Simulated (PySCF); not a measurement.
**Calculated NMR data**

- PBE0-D3(BJ)/def2-SVP structure
- σ from GIAO-PBE0/pcSseg-1
- J: B3LYP/pcJ-1 (spin–dipole term left out of most H,H and C,H couplings)
- code: PySCF 2.14.0 with density-fitted response routines
- in vacuum, non-relativistic Hamiltonian, one conformer, averaged over atoms made equivalent by symmetry, fast rotation or ring inversion

References, each an isolated molecule treated in the same way: 1H, 13C vs TMS. Multiplet labels drop J under 1 Hz and among equivalent protons, and merge close values. Unscaled 3J(H,H) run several per cent high. Where no couplings were computed, multiplicities follow the n + 1 count of equivalent neighbours, and m marks all less simple cases (inequivalent or close neighbours, rings, F or P nearby). Couplings to H on boron are left out. Carbons bonded to boron are broad in practice. Shifts are as computed. Against solution values, carbons near 30 ppm lie about +2 ppm off and those near 130 ppm about +5 ppm. Of 1313 compounds with measured shifts, 239 miss one by over three times the rms of a fit or turn the order of signals round; such compounds aren't used in these exercises. OH and NH positions are gas-phase values without hydrogen bonding to other molecules.

Compound 1 (C$_{3}$H$_{8}$BN). 1H NMR (600 MHz, computed): δ 4.78 (br, 2H), 3.75 (br s, 1H), 2.66 (tt, J = 8.8, 4.7 Hz, 1H), 0.75 (m, 2H), 0.28 (m, 2H). 13C{1H} NMR (computed): δ 34.8 (CH), 9.3 (CH2). Structure: `BNC1CC1`.

Compound 2 (C$_{9}$H$_{14}$O$_{2}$). 1H NMR (600 MHz, computed): δ 7.76 (d, J = 1.3 Hz, 1H), 5.06 (tdt, J = 9.6, 8.2, 1.3 Hz, 1H), 2.05 (m, 1H), 2.01 (m, 1H), 1.92 (m, 1H), 1.83 (m, 1H), 1.82 (m, 1H), 1.70 (ddd, J = 11.6, 8.2, 1.0 Hz, 1H), 1.50 (m, 1H), 1.49 (m, 1H), 1.43 (m, 1H), 1.20 (m, 1H), 1.01 (m, 1H), 0.98 (m, 1H). 13C{1H} NMR (computed): δ 164.9, 66.9, 44.4, 33.5, 32.5, 26.5, 25.7, 25.1, 24.1. Structure: SMILES C1[C@@H](OC=O)[C@H]2[C@@H]1CCCC2.

Compound 3 (C$_{5}$H$_{17}$AlN$_{2}$). 1H NMR (600 MHz, computed): δ 3.73 (br, 2H), 2.67 (s, 6H), 2.22 (s, 9H). 13C{1H} NMR (computed): δ 45.5 (CH3), 43.2 (CH3). Structure: SMILES C[N](C)[AlH2-][N+](C)(C)C.
